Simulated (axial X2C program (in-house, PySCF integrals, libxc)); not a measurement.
## RuB⁻: bond constants with and without spin–orbit coupling

All values were computed with an in-house all-electron X2C program for linear molecules (integrals from PySCF). Spin-free means the one-electron spin-free X2C Hamiltonian; two-component (2c) means X2C with spin–orbit coupling and atomic mean-field two-electron Coulomb and Gaunt terms, so the difference of the two also holds small scalar two-electron terms. Basis: Ru dyall-acv3z [13s13p9d5f3g], B dyall-av3z [8s7p3d2f] (cores contracted in-house); Gaussian nuclei, density fitting, unrestricted open shells. Masses: Ru 101.904 u, B 11.009 u.

State, spin-free: M_S = 1, Λ = 2 (beyond evenly filled blocks: σα, δ+α, δ+β, δ-α); electrons by block: σα: 12, σβ: 11, π+α: 5, π+β: 5, π-α: 5, π-β: 5, δ+α: 2, δ+β: 2, δ-α: 2, δ-β: 1. Fragments: Ru- + B.

State, 2c: Ω = 3 (⟨Sz⟩ = 1.00, ⟨Lz⟩ = 2.00 at PBE0); electrons by block: 1/2: 17, -1/2: 16, 3/2: 7, -3/2: 7, 5/2: 2, -5/2: 1. Fragments: Ru- + B.

| Hamiltonian | level | Re (Å) | ωe (cm⁻¹) | ωexe (cm⁻¹) | Be (cm⁻¹) | αe (cm⁻¹) | De (eV) | k (mdyn/Å) | μ (D) |
| --- | --- | --- | --- | --- | --- | --- | --- | --- | --- |
| spin-free | PBE0 | 1.717 | 918.7 | 5.65 | 0.5757 | 0.00421 | 4.88 | 4.94 | -1.82 |
| spin-free | CCSD | 1.709 | 933.1 | n/a | 0.5806 | 0.00433 | 4.10 | 5.1 | n/a |
| spin-free | CCSD(T) | 1.709 | 938.8 | 4.4 | 0.5812 | 0.00431 | 4.42 | 5.16 | n/a |
| 2c | PBE0 | 1.716 | 918.8 | 5.65 | 0.5762 | 0.00421 | n/a | 4.94 | -1.82 |
| 2c | CCSD(T) | 1.707 | 939.4 | 4.81 | 0.5819 | 0.0044 | n/a | 5.17 | n/a |

Correlated methods: 12 electrons correlated (number of frozen shells: Ru 4 s, 3 p, 1 d; B 1 s), 311 virtual spin orbitals or spinors in MP2, 90 natural virtuals in coupled cluster.

Dipoles are positive if B is the positive end and refer to the centre of mass.

The state is one determinant whose occupation by symmetry is held fixed; it was picked as the lowest of a PBE0 search that is not exhaustive. Dissociation energies refer to the lowest single-determinant-based atoms at the same level and basis. De is not given where an atomic determinant may have missed its ground term or J level, or where the truncated virtual space spoils (T). Density functionals use the spin component along the axis (collinear). Coupled cluster ran in a truncated set of natural virtual spinors; the MP2 energy of the rest was added. (T) has no such correction and the atoms are truncated less, which lowers De at CCSD(T) by a hundredth of an eV or more. Other states lie close and PBE0, whose exact exchange favours high spin, may order them wrongly; the determinant shown need not be the ground state. The nearest other spin-free determinant of the search, M_S = 0, Λ = 2, lies 0.17 eV up at the distance of the search. The functionals have no current-density term, which raises determinants with orbital currents, atoms included. With several unpaired electrons one determinant need not be a pure state. The highest occupied level of some functionals is positive through self-interaction error; at Hartree–Fock it is bound. The determinant is spin-polarised beyond a pure state at some levels (its spin-free form has ⟨S²⟩ too high), which makes Re and μ there less reliable. The T1 diagnostic is large, a sign of multireference character.

No reliable constants came from CCSD (2c), HF (2c), HF (spin-free), M06 (2c), M06 (spin-free), MP2 (2c), MP2 (spin-free): no minimum in range, unconverged points, a curve that is not smooth, a change of character along it, or the two Hamiltonians disagreeing along it.

Rough cost a point (2c) on 1 thread(s) of a shared host, integrals apart: PBE0 1.4 s, CCSD(T) 12 s.

The whole task took 7.4 min on 1 thread of Intel(R) Xeon(R) Platinum 8488C (Sapphire Rapids), with other jobs on the host.
